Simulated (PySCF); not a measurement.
# Correlation energy of Al⁺ (aluminium, charge +1)

[Ne] 3s2, closed-shell 1S. All numbers are calculated (PySCF 2.14, the non-relativistic Hamiltonian (point nucleus), in def2-TZVPPD). Frozen: 1s2; 10 electrons correlated.

```tsv
level	correlation energy (mhartree)
CCSD	-190.75
(T)	-2.25
CCSD(T)	-193.00
```

Diagnostics: T1 = 0.0068, D1 = 0.0193, largest double amplitude 0.104.

Cost of the coupled-cluster step: roughly 0.8 core-seconds, for 10 correlated electrons.

Iterations:

```
CC2 = 0
CCSD nocc = 5, nmo = 47
frozen orbitals [0]
max_cycle = 100
direct = 0
conv_tol = 1e-08
conv_tol_normt = 1e-06
diis_space = 8
diis_start_cycle = 0
Init t2, MP2 energy = -241.848391276935  E_corr(MP2) -0.179565736807501
Init E_corr(CCSD) = -0.17956573680972
cycle = 1  E_corr(CCSD) = -0.185833077428818  dE = -0.00626734062  norm(t1,t2) = 0.0431271
cycle = 2  E_corr(CCSD) = -0.18892733273476  dE = -0.00309425531  norm(t1,t2) = 0.0189283
cycle = 3  E_corr(CCSD) = -0.190764277357043  dE = -0.00183694462  norm(t1,t2) = 0.00896173
cycle = 4  E_corr(CCSD) = -0.190765384849031  dE = -1.10749199e-06  norm(t1,t2) = 0.000637522
cycle = 5  E_corr(CCSD) = -0.190743075527375  dE = 2.23093217e-05  norm(t1,t2) = 0.000110015
cycle = 6  E_corr(CCSD) = -0.19074597425963  dE = -2.89873225e-06  norm(t1,t2) = 1.96703e-05
cycle = 7  E_corr(CCSD) = -0.190745570227626  dE = 4.04032004e-07  norm(t1,t2) = 2.98488e-06
cycle = 8  E_corr(CCSD) = -0.190745445915943  dE = 1.24311683e-07  norm(t1,t2) = 6.04902e-07
cycle = 9  E_corr(CCSD) = -0.190745454850384  dE = -8.93444041e-09  norm(t1,t2) = 9.32911e-08
CCSD converged
E(CCSD) = -241.8595709949777  E_corr = -0.1907454548503836
CCSD(T) correction = -0.00225281109792426
```

This basis was not built for core-valence correlation, so the inner-shell part is incomplete.
